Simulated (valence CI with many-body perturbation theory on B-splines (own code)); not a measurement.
How close is CI+MBPT for Mo³⁺?

Level of theory: configuration interaction combined with many-body perturbation theory (CI+MBPT): three valence electrons over a frozen Dirac-Fock core [Kr], radial functions for each j: 7 s, 7 p, 8 d, 6 f, 4 g, 1 h, with the one-electron correlation potential Σ1, the two-electron term Σ2, the three-electron term Σ3, Breit, model QED; selected CI, second order for the rest, scaled by the run's own slope (own B-spline code, finite nucleus).

Against 64 measured levels this calculation errs by 530 cm⁻¹ on average and by 1922 at most. These come from a selection out of Sugar and Musgrove, J. Phys. Chem. Ref. Data 17, 155 (1988). Levels without a partner in it may be off by more, other configurations by 1,000 to 8,000 cm⁻¹.

Measured levels: Sugar and Musgrove, J. Phys. Chem. Ref. Data 17, 155 (1988). Pairs share parity and J, and are chosen by configuration, term and nearness in energy; levels without a clear partner are left out. Some J values that the scan of the source had lost were assigned by a fit. Energies in cm⁻¹ above the measured ground level.

Names give the largest LS component (configuration and term), which can be under half, so a name can repeat, a term be missing and a line seem to break the LS rules; names also repeat where a configuration has a term twice. Letters in brackets count levels of one name in rising energy.

```csv
Computed label,Label in the source,Measured,Computed,Difference
4d3 4F_3/2,4d3 4F,0,0.0,0
4d3 4F_5/2,4d3 4F,778.0,772.6,-5
4d3 4F_7/2,4d3 4F,1759.8,1748.2,-12
4d3 4F_9/2,4d3 4F,2864.6,2856.0,-9
4d3 4P_3/2,4d3 4P,10330.6,11067.6,+737
4d3 4P_1/2,4d3 4P,10337.8,11055.8,+718
4d3 2G_7/2,4d3 2G,11580.5,11759.9,+179
4d3 4P_5/2,4d3 4P,11612.0,12318.8,+707
4d3 2G_9/2,4d3 2G,12310.8,12450.0,+139
4d3 2P_3/2,4d3 2P,14175.6,15008.4,+833
4d3 2P_1/2,4d3 2P,14347.7,15206.3,+859
4d3 2H_9/2,4d3 2H,15995.1,15940.6,-54
4d3 2H_11/2,4d3 2H,16357.5,16272.3,-85
4d3 2D_5/2 [a],4d3 2D2,16809.3,17649.9,+841
4d3 2D_3/2 [a],4d3 2D2,17107.3,17938.4,+831
4d3 2F_7/2,4d3 2F,24787.0,25752.6,+966
4d3 2F_5/2,4d3 2F,25100.4,26065.5,+965
4d3 2D_5/2 [b],4d3 2D1,38922.3,40483.4,+1561
4d3 2D_3/2 [b],4d3 2D1,39230.5,40800.7,+1570
4d2.5s 4F_3/2,4d2(3F) 5s 4F,60896.3,61203.3,+307
4d2.5s 4F_5/2,4d2(3F) 5s 4F,61626.2,61931.4,+305
4d2.5s 4F_7/2,4d2(3F) 5s 4F,62708.5,63008.2,+300
4d2.5s 4F_9/2,4d2(3F) 5s 4F,64046.5,64346.9,+300
4d2.5s 2F_5/2,4d2(3F) 5s 2F,69178.1,69668.1,+490
4d2.5s 2F_7/2,4d2(3F) 5s 2F,71358.3,71827.5,+469
4d2.5s 4P_1/2,4d2(3P) 5s 4P,71750.4,72895.4,+1145
4d2.5s 4P_3/2,4d2(3P) 5s 4P,72162.8,73296.0,+1133
4d2.5s 4P_5/2,4d2(3P) 5s 4P,72236.2,73334.0,+1098
4d2.5s 2D_3/2,4d2(1D) 5s 2D,74008.8,75062.7,+1054
4d2.5s 2D_5/2,4d2(1D) 5s 2D,74981.1,76037.8,+1057
4d2.5s 2P_1/2,4d2(3P) 5s 2P,79898.8,81318.1,+1419
4d2.5s 2P_3/2,4d2(3P) 5s 2P,81052.2,82460.8,+1409
4d2.5s 2S_1/2,4d2 5s 2S,99783.8,101706.0,+1922
4d2.5p 4G°_5/2,4d2(3F) 5p 4G°,109415.2,109565.7,+150
4d2.5p 4G°_7/2,4d2(3F) 5p 4G°,111339.5,111460.5,+121
4d2.5p 4F°_3/2,4d2(3F) 5p 4F°,111760.0,111739.8,-20
4d2.5p 4F°_5/2,4d2(3F) 5p 4F°,112925.2,112932.9,+8
4d2.5p 4G°_9/2,4d2(3F) 5p 4G°,113443.0,113544.1,+101
4d2.5p 2F°_5/2 [a],4d2(3F) 5p 2F°,113985.0,114048.9,+64
4d2.5p 4F°_7/2,4d2(3F) 5p 4F°,114624.5,114574.0,-50
4d2.5p 2F°_7/2 [a],4d2(3F) 5p 2F°,115762.2,115787.0,+25
4d2.5p 4D°_1/2 [a],4d2(3F) 5p 4D°,115789.4,115779.4,-10
4d2.5p 4G°_11/2,4d2(3F) 5p 4G°,115881.1,115968.3,+87
4d2.5p 4F°_9/2,4d2(3F) 5p 4F°,115961.9,115913.2,-49
4d2.5p 4D°_5/2 [a],4d2(3F) 5p 4D°,116583.8,116608.7,+25
4d2.5p 4D°_3/2 [a],4d2(3F) 5p 4D°,116586,116616.1,+30
4d2.5p 2D°_5/2 [a],4d2(3F) 5p 2D°,117604.1,117694.7,+91
4d2.5p 2S°_1/2,4d2(3P) 5p 2S°,117922.6,118479.1,+556
4d2.5p 4D°_7/2 [a],4d2(3F) 5p 4D°,118080.2,118108.1,+28
4d2.5p 2G°_7/2,4d2(3F) 5p 2G°,119002.3,118971.9,-30
4d2.5p 2G°_9/2 [a],4d2(3F) 5p 2G°,120645.0,120624.1,-21
4d2.5p 4S°_3/2,4d2(3P) 5p 4S°,120823.5,121350.6,+527
4d2.5p 4D°_1/2 [b],4d2(3P) 5p 4D°,122419.3,123338.7,+919
4d2.5p 2F°_5/2 [b],4d2(1D) 5p 2F°,123534.2,123996.8,+463
4d2.5p 2P°_1/2 [a],4d2(1D) 5p 2P°,124741.6,125248.4,+507
4d2.5p 4D°_5/2 [b],4d2(3P) 5p 4D°,124789.8,125596.4,+807
4d2.5p 2F°_7/2 [b],4d2(1D) 5p 2F°,124947.5,125308.7,+361
4d2.5p 2D°_3/2 [b],4d2(1D) 5p 2D°,126243.2,126954.0,+711
4d2.5p 4D°_7/2 [b],4d2(3P) 5p 4D°,126416.3,126896.9,+481
4d2.5p 2D°_5/2 [b],4d2(1D) 5p 2D°,126716.6,127512.1,+795
```

The table shows the lowest 60 pairs. Over 64 excited levels the mean absolute difference is 530 cm⁻¹, the median 466 and the largest 1922. The comparison draws on a selection of the measured levels: 65 of the 236 computed ones have a partner in it, and others may be off by more.
